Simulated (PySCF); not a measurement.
A calculated (UHF, PySCF 2.14, ANO-RCC-VTZP, the spin-free X2C one-electron Hamiltonian (Gaussian nucleus)) atom or ion has these occupied shells.

```
shell  electrons  orbital energy (eV)  rms radius, mean of both spins (bohr)
 1s α          1             -91021.2                                 0.0178
 1s β          1             -91021.0                                 0.0178
 2s α          1             -16515.3                                 0.0718
 2s β          1             -16515.2                                 0.0718
 2p α          3             -14203.3                                 0.0663
 2p β          3             -14203.3                                 0.0663
 3s α          1              -4062.0                                  0.183
 3s β          1              -4061.9                                  0.183
 3p α          3              -3388.2                                  0.186
 3p β          3              -3388.1                                  0.186
 3d α          5              -2673.6                                  0.170
 3d β          5              -2673.6                                  0.170
 4s α          1              -973.88                                  0.401
 4s β          1              -973.59                                  0.401
 4p α          3              -748.33                                  0.427
 4p β          3              -748.14                                  0.427
 4d α          5              -477.62                                  0.453
 4d β          5              -477.55                                  0.453
 5s α          1              -183.94                                  0.891
 5s β          1              -183.20                                  0.891
 4f α          7              -181.38                                  0.480
 4f β          7              -181.32                                  0.480
 5p α          3              -117.75                                   1.01
 5p β          3              -117.32                                   1.01
 5d α          5              -37.992                                   1.31
 5d β          5              -37.239                                   1.31
 6s α          1              -23.061                                   2.37
 6p α          3               -9.825                                   3.22
 6p β          1               -5.616                                   3.22
```

(1) Name the element and its charge.

## Answers

(1) Bi (bismuth, neutral), in [Xe] 4f14 5d10 6s1 6p4, high-spin 4P determinant (an excited configuration).
